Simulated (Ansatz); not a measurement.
Job for Ansatz (a quantum-chemistry and plane-wave program): R-PBE0/def2-TZVPPD on HBr (SMILES Br). Files ending in .json are basis or fitting sets from the Basis Set Exchange.

Ansatz 0.2 input:
```yaml
crystal:
  periodic: [false, false, false]
  atoms:
    - {symbol: Br, position_ang: [-0.04213583, 0.92178150, 3.73986378]}
    - {symbol: H, position_ang: [-0.21401584, 0.81031548, 2.32466093]}
basis:
  gaussian:
    orbitals: def2-TZVPPD.json
hamiltonian:
  xc: {name: PBE0}
scf: {lower_state_search: off}
```

Output:

```
WARN ansatz: RAYON_NUM_THREADS=2 ignored (pool sized by the plan → 2); use --threads N
Functional definition: PBE0
these checks for a lower state are left out or cut short: stability, starts, cluster_reference, orbital_swaps, neighbouring_geometries, increment
integrals: 0.01 GiB planned
531 factors; their error is unknown
mean field: 0.20 GiB planned
mean field evaluation 1: about -70054.1894 eV, gradient 6.6e0 eV
mean field evaluation 2: about -70054.2540 eV, gradient 3.7e0 eV
mean field evaluation 4: about -70054.2933 eV, gradient 7.9e-2 eV
mean field evaluation 8: about -70054.6148 eV, gradient 2.2e-2 eV
mean field -70054.61484171 eV, -2574.4596107095 hartree, gradient 1.3e-6 eV, S^2 0.000000; 0 other end points of the search recorded, 0 dependent functions left out
reference -70054.61487043 eV, -2574.4596117647 hartree; 18, 18 occupied and 56, 56 virtual orbitals, 531 factors
Total energy: -70054.61487043 eV, -2574.4596117647 hartree
Checks for a lower state left out: stability, starts, cluster_reference, orbital_swaps, neighbouring_geometries, increment
```

The calculation finished and met its thresholds.

Cost: roughly 0.7 core-seconds.
